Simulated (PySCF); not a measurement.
Computed IR spectrum (relative IR intensity) of a molecule C3H6BNO2. The structure is a stationary point at ωB97X-D3(BJ)/def2-SVP. One conformer was computed; it need not be the lowest. Method: ωB97X-D3(BJ)/def2-SVP in PySCF. Frequencies are harmonic and unscaled.

```csv
ν (cm⁻¹),relative intensity
330,5.4
469,3.5
490,16
545,17
689,20
710,2.7
892,3.7
924,4.5
959,28
988,6.7
1029,14
1177,70
1271,53
1302,54
1361,20
1422,2.1
1459,2.7
1487,56
1817,100
3044,12
3055,8.9
3089,3.2
3092,5.3
3185,10.0
3893,26
```

Question: Which structure fits?
(A) OB1CN=COC1
(B) C=C=COB(N)O
(C) C/C=N/B(O)C=O
(D) NB(O)[C@H]1C=CO1

Answer: A, OB1CN=COC1
